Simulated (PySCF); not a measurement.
PySCF input (CCSD(T)/cc-pVDZ):

```python
from pyscf import gto, scf, mp, cc as ccmod

mol = gto.M(
    atom='''
    Si    0.39538432   -0.15858904    0.00186846
    O     0.52764660    1.36735556    0.00686924
    O    -0.99138382   -1.02312004   -0.00862222
    H    -1.82548265   -0.53363761   -0.01213457
    ''',
    basis='cc-pvdz',
    charge=0,
    spin=1,
    verbose=4,
)

mf = scf.UHF(mol)
mf.conv_tol = 1e-10
mf.max_cycle = 100
mf.kernel()
mo, _, stable, _ = mf.stability(return_status=True)
if not stable:
    mf.kernel(mf.make_rdm1(mo, mf.mo_occ))
mp2 = mp.MP2(mf, frozen=7).run()
cc = ccmod.CCSD(mf, frozen=7)
cc.max_cycle = 100
cc.kernel()
et = cc.ccsd_t()
print(f'E(CCSD(T)) = {cc.e_tot + et:.9f}')
```

Output:

```
PySCF version 2.14.0

[INPUT] verbose = 4
[INPUT] num. atoms = 4
[INPUT] num. electrons = 31
[INPUT] charge = 0
[INPUT] spin (= nelec alpha-beta = 2S) = 1
[INPUT] symmetry False subgroup None
[INPUT] Mole.unit = angstrom
[INPUT] Symbol           X                Y                Z      unit          X                Y                Z       unit  Magmom
[INPUT]  1 Si     0.395384320000  -0.158589040000   0.001868460000 AA    0.747168078747  -0.299689851958   0.003530877675 Bohr   0.0
[INPUT]  2 O      0.527646600000   1.367355560000   0.006869240000 AA    0.997107564558   2.583927523301   0.012980982284 Bohr   0.0
[INPUT]  3 O     -0.991383820000  -1.023120040000  -0.008622220000 AA   -1.873443904125  -1.933416668154  -0.016293634386 Bohr   0.0
[INPUT]  4 H     -1.825482650000  -0.533637610000  -0.012134570000 AA   -3.449662253645  -1.008428932667  -0.022931013939 Bohr   0.0

nuclear repulsion = 95.9851407992812
number of shells = 18
number of NR pGTOs = 100
number of NR cGTOs = 51
basis = cc-pvdz
ecp = {}

******** <class 'pyscf.scf.uhf.UHF'> ********
method = UHF
initial guess = minao
damping factor = 0
level_shift factor = 0
DIIS = <class 'pyscf.scf.diis.CDIIS'>
diis_start_cycle = 1
diis_space = 8
diis_damp = 0
SCF conv_tol = 1e-10
SCF conv_tol_grad = None
SCF max_cycles = 100
direct_scf = True
direct_scf_tol = 1e-13
number electrons alpha = 16  beta = 15
Set gradient conv threshold to 1e-05
init E= -439.303585949201
  alpha nocc = 16  HOMO = -0.207604675371971  LUMO = 0.0182791908625313
  beta  nocc = 15  HOMO = -0.495794867267017  LUMO = -0.207604675371971

WARN: HOMO -0.207604675371971 >= LUMO -0.207604675371971

cycle= 1 E= -439.074064899453  delta_E= 0.23  |g|= 0.577  |ddm|=  1.4
  alpha nocc = 16  HOMO = -0.289220891836378  LUMO = 0.10604731193478
  beta  nocc = 15  HOMO = -0.304004354332889  LUMO = -0.0242959150575794
  HOMO = -0.289220891836  LUMO = -0.0242959150576  gap/eV = 7.20898
cycle= 2 E= -439.119751017776  delta_E= -0.0457  |g|= 0.531  |ddm|= 0.768
  alpha nocc = 16  HOMO = -0.395060696302239  LUMO = 0.106240168306826
  beta  nocc = 15  HOMO = -0.457327606397014  LUMO = -0.0185764432177566
  HOMO = -0.395060696302  LUMO = -0.0185764432178  gap/eV = 10.24466
cycle= 3 E= -439.234085852688  delta_E= -0.114  |g|= 0.0621  |ddm|= 0.334
  alpha nocc = 16  HOMO = -0.398534496724141  LUMO = 0.114115481914711
  beta  nocc = 15  HOMO = -0.441408554640248  LUMO = -0.000861928746399343
  HOMO = -0.398534496724  LUMO = -0.000861928746399  gap/eV = 10.82122
cycle= 4 E= -439.236971358327  delta_E= -0.00289  |g|= 0.0306  |ddm|= 0.0784
  alpha nocc = 16  HOMO = -0.403653783851031  LUMO = 0.11672373405844
  beta  nocc = 15  HOMO = -0.443475393376261  LUMO = 0.00708708008200309
  HOMO = -0.403653783851  LUMO = 0.007087080082  gap/eV = 11.17683
cycle= 5 E= -439.237825509405  delta_E= -0.000854  |g|= 0.00937  |ddm|= 0.0465
  alpha nocc = 16  HOMO = -0.406120926821055  LUMO = 0.115907165008965
  beta  nocc = 15  HOMO = -0.44189228450231  LUMO = 0.00817516607780533
  HOMO = -0.406120926821  LUMO = 0.00817516607781  gap/eV = 11.27357
cycle= 6 E= -439.237981148237  delta_E= -0.000156  |g|= 0.00387  |ddm|= 0.0216
  alpha nocc = 16  HOMO = -0.406588890125714  LUMO = 0.115879164265358
  beta  nocc = 15  HOMO = -0.440384837639948  LUMO = 0.00853394929125306
  HOMO = -0.406588890126  LUMO = 0.00853394929125  gap/eV = 11.29607
cycle= 7 E= -439.238017571064  delta_E= -3.64e-05  |g|= 0.002  |ddm|= 0.00989
  alpha nocc = 16  HOMO = -0.406743240684941  LUMO = 0.115927508350724
  beta  nocc = 15  HOMO = -0.439537337932241  LUMO = 0.00869378401998766
  HOMO = -0.406743240685  LUMO = 0.00869378401999  gap/eV = 11.30462
cycle= 8 E= -439.238032609178  delta_E= -1.5e-05  |g|= 0.00126  |ddm|= 0.00621
  alpha nocc = 16  HOMO = -0.406615772413041  LUMO = 0.11592006710803
  beta  nocc = 15  HOMO = -0.438599805921591  LUMO = 0.00872379938112111
  HOMO = -0.406615772413  LUMO = 0.00872379938112  gap/eV = 11.30197
cycle= 9 E= -439.238041309539  delta_E= -8.7e-06  |g|= 0.000906  |ddm|= 0.00498
  alpha nocc = 16  HOMO = -0.406628839503106  LUMO = 0.115806260026925
  beta  nocc = 15  HOMO = -0.437604129494207  LUMO = 0.0087592886018073
  HOMO = -0.406628839503  LUMO = 0.00875928860181  gap/eV = 11.30329
cycle= 10 E= -439.238048498534  delta_E= -7.19e-06  |g|= 0.000545  |ddm|= 0.00639
  alpha nocc = 16  HOMO = -0.406556144690242  LUMO = 0.115770994811643
  beta  nocc = 15  HOMO = -0.437036891911438  LUMO = 0.00888805681092419
  HOMO = -0.40655614469  LUMO = 0.00888805681092  gap/eV = 11.30481
cycle= 11 E= -439.238050935668  delta_E= -2.44e-06  |g|= 0.000289  |ddm|= 0.00436
  alpha nocc = 16  HOMO = -0.406553707230967  LUMO = 0.115740220207464
  beta  nocc = 15  HOMO = -0.436886305267581  LUMO = 0.00893091358701392
  HOMO = -0.406553707231  LUMO = 0.00893091358701  gap/eV = 11.30591
cycle= 12 E= -439.238051402299  delta_E= -4.67e-07  |g|= 0.000181  |ddm|= 0.00159
  alpha nocc = 16  HOMO = -0.406550986174023  LUMO = 0.115718950204836
  beta  nocc = 15  HOMO = -0.436849997289997  LUMO = 0.00894944488605898
  HOMO = -0.406550986174  LUMO = 0.00894944488606  gap/eV = 11.30634
cycle= 13 E= -439.238051568866  delta_E= -1.67e-07  |g|= 8.19e-05  |ddm|= 0.00123
  alpha nocc = 16  HOMO = -0.406544248497108  LUMO = 0.115722183816228
  beta  nocc = 15  HOMO = -0.436847621158735  LUMO = 0.00895990294480509
  HOMO = -0.406544248497  LUMO = 0.00895990294481  gap/eV = 11.30644
cycle= 14 E= -439.238051590333  delta_E= -2.15e-08  |g|= 4.62e-05  |ddm|= 0.000286
  alpha nocc = 16  HOMO = -0.406543727958141  LUMO = 0.115721628968514
  beta  nocc = 15  HOMO = -0.436855127342632  LUMO = 0.00895860876410559
  HOMO = -0.406543727958  LUMO = 0.00895860876411  gap/eV = 11.30639
cycle= 15 E= -439.238051596383  delta_E= -6.05e-09  |g|= 2.95e-05  |ddm|= 0.000154
  alpha nocc = 16  HOMO = -0.406543379977825  LUMO = 0.115722657140268
  beta  nocc = 15  HOMO = -0.436859080440489  LUMO = 0.0089569431947023
  HOMO = -0.406543379978  LUMO = 0.0089569431947  gap/eV = 11.30634
cycle= 16 E= -439.238051599043  delta_E= -2.66e-09  |g|= 1.53e-05  |ddm|= 8.99e-05
  alpha nocc = 16  HOMO = -0.406543009122189  LUMO = 0.115724288961779
  beta  nocc = 15  HOMO = -0.436863299093815  LUMO = 0.00895672034410788
  HOMO = -0.406543009122  LUMO = 0.00895672034411  gap/eV = 11.30632
cycle= 17 E= -439.238051599991  delta_E= -9.48e-10  |g|= 7.31e-06  |ddm|= 6.39e-05
  alpha nocc = 16  HOMO = -0.406544282189342  LUMO = 0.115724708026223
  beta  nocc = 15  HOMO = -0.436866072126663  LUMO = 0.00895580330608059
  HOMO = -0.406544282189  LUMO = 0.00895580330608  gap/eV = 11.30633
cycle= 18 E= -439.238051600175  delta_E= -1.83e-10  |g|= 3.59e-06  |ddm|= 3.36e-05
  alpha nocc = 16  HOMO = -0.406544401299984  LUMO = 0.115725267059532
  beta  nocc = 15  HOMO = -0.436866237142558  LUMO = 0.00895589086915427
  HOMO = -0.4065444013  LUMO = 0.00895589086915  gap/eV = 11.30634
cycle= 19 E= -439.238051600205  delta_E= -3.05e-11  |g|= 2.03e-06  |ddm|= 1.16e-05
  alpha nocc = 16  HOMO = -0.406544517677479  LUMO = 0.11572520676004
  beta  nocc = 15  HOMO = -0.436865812095977  LUMO = 0.00895576736065484
  HOMO = -0.406544517677  LUMO = 0.00895576736065  gap/eV = 11.30634
Extra cycle  E= -439.238051600214  delta_E= -9.21e-12  |g|= 1.61e-06  |ddm|= 2.92e-06
converged SCF energy = -439.238051600214  <S^2> = 0.76644733  2S+1 = 2.0163803
uhf_internal: lowest eigs of H = [0.11710379 0.17046227 0.23620834]
<class 'pyscf.scf.uhf.UHF'> wavefunction is stable in the internal stability analysis

******** <class 'pyscf.mp.ump2.UMP2'> ********
nocc = (np.int64(9), np.int64(8)), nmo = (44, 44)
frozen orbitals 7
E(UMP2) = -439.691591097975  E_corr = -0.453539497760263
E(SCS-UMP2) = -439.674492491774  E_corr = -0.436440891560108
E_corr(same-spin) = -0.124392122021778
E_corr(oppo-spin) = -0.329147375738485

******** <class 'pyscf.cc.uccsd.UCCSD'> ********
CC2 = 0
CCSD nocc = (np.int64(9), np.int64(8)), nmo = (44, 44)
frozen orbitals 7
max_cycle = 100
direct = 0
conv_tol = 1e-07
conv_tol_normt = 1e-06
diis_space = 6
diis_start_cycle = 0
diis_start_energy_diff = 1e+09
Init t2, MP2 energy = -0.453539492546178
Init E_corr(UCCSD) = -0.453539492549468
cycle = 1  E_corr(UCCSD) = -0.44044018026508  dE = 0.0130993123  norm(t1,t2) = 0.127409
cycle = 2  E_corr(UCCSD) = -0.458222115502643  dE = -0.0177819352  norm(t1,t2) = 0.0461751
cycle = 3  E_corr(UCCSD) = -0.457186838373551  dE = 0.00103527713  norm(t1,t2) = 0.0355714
cycle = 4  E_corr(UCCSD) = -0.460209865486867  dE = -0.00302302711  norm(t1,t2) = 0.0147964
cycle = 5  E_corr(UCCSD) = -0.460482365998309  dE = -0.000272500511  norm(t1,t2) = 0.00456427
cycle = 6  E_corr(UCCSD) = -0.460250294065672  dE = 0.000232071933  norm(t1,t2) = 0.00295732
cycle = 7  E_corr(UCCSD) = -0.46020998863763  dE = 4.0305428e-05  norm(t1,t2) = 0.0016311
cycle = 8  E_corr(UCCSD) = -0.460310580760467  dE = -0.000100592123  norm(t1,t2) = 0.000938334
cycle = 9  E_corr(UCCSD) = -0.460304057079759  dE = 6.52368071e-06  norm(t1,t2) = 0.000410648
cycle = 10  E_corr(UCCSD) = -0.460300845545512  dE = 3.21153425e-06  norm(t1,t2) = 0.000196781
cycle = 11  E_corr(UCCSD) = -0.460298459030475  dE = 2.38651504e-06  norm(t1,t2) = 7.65426e-05
cycle = 12  E_corr(UCCSD) = -0.460295420042895  dE = 3.03898758e-06  norm(t1,t2) = 3.64163e-05
cycle = 13  E_corr(UCCSD) = -0.460295160224443  dE = 2.59818452e-07  norm(t1,t2) = 1.88813e-05
cycle = 14  E_corr(UCCSD) = -0.460294611578423  dE = 5.48646019e-07  norm(t1,t2) = 9.49557e-06
cycle = 15  E_corr(UCCSD) = -0.460294654843025  dE = -4.32646013e-08  norm(t1,t2) = 5.62534e-06
cycle = 16  E_corr(UCCSD) = -0.460294612703385  dE = 4.21396393e-08  norm(t1,t2) = 2.66735e-06
cycle = 17  E_corr(UCCSD) = -0.460294656949115  dE = -4.42457299e-08  norm(t1,t2) = 1.50579e-06
cycle = 18  E_corr(UCCSD) = -0.460294644270207  dE = 1.26789077e-08  norm(t1,t2) = 7.2124e-07
UCCSD converged
E(UCCSD) = -439.6983462444845  E_corr = -0.4602946442702075
UCCSD(T) correction = -0.0146960979482934
E(CCSD(T)) = -439.713042342
```

It need not be the lowest isomer of its formula.
